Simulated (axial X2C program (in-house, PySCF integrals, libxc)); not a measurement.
# Low determinants of CaTi at the PBE0 level, two-component

Computed with an in-house relativistic program for diatomic molecules. Two-component (2c) means X2C with spin–orbit coupling and atomic mean-field two-electron Coulomb and Gaunt terms. Basis: Ti dyall-cv3z [10s10p6d4f2g], Ca dyall-cv3z [11s12p6d4f] (cores contracted in-house); Gaussian nuclei, density fitting, unrestricted open shells. Masses: Ti 47.948 u, Ca 39.963 u.

Search at 3.188 Å (vertical energies from the lowest determinant):

```
ΔE (eV)  state  electrons beyond evenly filled partner blocks  electrons in ±ω = 1/2, 3/2, 5/2, 7/2
   0.00  Ω = 4                               ω = 3/2, ω = 5/2                              32 9 1 0
   0.11  Ω = 1                              ω = -1/2, ω = 3/2                              33 9 0 0
   0.15  Ω = 5                  2 × ω = 1/2, ω = 3/2, ω = 5/2                              32 9 1 0
   0.22  Ω = 1                                    2 × ω = 1/2                             32 10 0 0
   0.24  Ω = 3                               ω = 1/2, ω = 5/2                              33 8 1 0
   0.24  Ω = 3                 2 × ω = -1/2, ω = 3/2, ω = 5/2                              32 9 1 0
   0.30  Ω = 2                 2 × ω = 1/2, ω = -3/2, ω = 5/2                              32 9 1 0
```

Lowest determinant, Ω = 4 (⟨Sz⟩ = 2.00, ⟨Lz⟩ = 2.00 at PBE0): Re = 3.185 Å, ωe = 141.0 cm⁻¹.

The determinant in row 2 of the search, Ω = 1 (⟨Sz⟩ = -2.00, ⟨Lz⟩ = 3.00 at PBE0), was followed along the bond at PBE0; measured from the minimum of the lowest determinant it gives:

Te = 0.112 eV (903 cm⁻¹), Re = 3.205 Å, ωe = 146.3 cm⁻¹.

(1) Compare the bond of the determinant in row 2 with that of the lowest one.

The search compares states at one distance, so a state with another bond length can lie lower; it is not exhaustive and yields mostly the lowest determinant of each block pattern, so other components and higher states of one pattern are missing. These are energies of single determinants, not of spin-adapted states; PBE0 term energies can be off by some tenths of an eV, and the functional has no current term. Open-shell Ω = 0 determinants with evenly filled partner blocks cannot be reached by this program, so the Ω shown need not be the lowest component. The lowest determinant need not be the ground state where others lie within half an eV.

## Answers

(1) At PBE0 its Re is 0.020 Å longer and its force constant, which goes as ωe², is 1.08 times that of the lowest determinant. T0 ≈ Te + Δωe/2 = 903 + (3) = 906 cm⁻¹.
